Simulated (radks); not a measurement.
Problem. The aluminium ion Al3+ is in [Ne]. All-electron calculation, non-relativistic Kohn-Sham, PBE, spin-polarised, spherical densities, point nucleus. Program: a radial shooting solver on a logarithmic mesh with Libxc functionals. Open shells are filled with parallel spins first. One electron is removed from 1s, 2s, 2p in turn, with full relaxation. Which removal costs least, and what does each cost?

Solution. 2p 120.33 eV; 2s 157.57 eV; 1s 1602.8 eV. The 2p electron leaves first.
